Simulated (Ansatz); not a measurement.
One change: `NC#CO` becomes `NC#C[SeH]`.

Ansatz, PBE0-D4/def2-TZVP geometries, multiplicity 1. Each molecule was computed in one conformer, which needn't be the lowest.

Scalar relativity is left out up to krypton.

| property | `NC#CO` |
| --- | --- |
| zero-point energy (PBE0-D4/def2-TZVP) / kJ/mol | 131.9 |
| HOMO–LUMO gap (PBE/def2-TZVPP) / eV | 4.67 |
| size of the dipole moment (PBE/def2-TZVPP) / D | 0.74 |
| ideal-gas entropy at 298 K and 1 bar (rigid rotor, harmonic PBE0-D4/def2-TZVP) / J/(mol·K) | 283 |
| size of the dipole moment (ωB97M-V/def2-TZVPP) / D | 0.76 |
| HOMO energy (B3LYP/def2-TZVPP) / eV | -5.90 |

**Question.** Give the same properties after the change, and the shifts. (Best estimate.)

**Answer.** Ansatz gave: 
```
                                                                                  property  `NC#C[SeH]`  shift
                                            zero-point energy (PBE0-D4/def2-TZVP) / kJ/mol        115.2  -16.7
                                                       HOMO–LUMO gap (PBE/def2-TZVPP) / eV         4.56  -0.11
                                            size of the dipole moment (PBE/def2-TZVPP) / D         2.19   1.45
ideal-gas entropy at 298 K and 1 bar (rigid rotor, harmonic PBE0-D4/def2-TZVP) / J/(mol·K)          313     30
                                        size of the dipole moment (ωB97M-V/def2-TZVPP) / D         2.14   1.38
                                                       HOMO energy (B3LYP/def2-TZVPP) / eV        -6.11  -0.21
```

With PBE0 the HOMO falls by 0.22 eV and the LUMO falls by 0.53 eV, so the gap narrows by about 0.31 eV. PBE moves the HOMO by -0.40 eV and ωB97M-V by -0.08 eV. Dipoles are sizes alone; their direction can turn.

B3LYP here is the variant with VWN-RPA as its local correlation; programs differ in this.

Spin–orbit coupling is left out; it splits and shifts lone-pair levels of the heavy atoms by tenths of an eV.
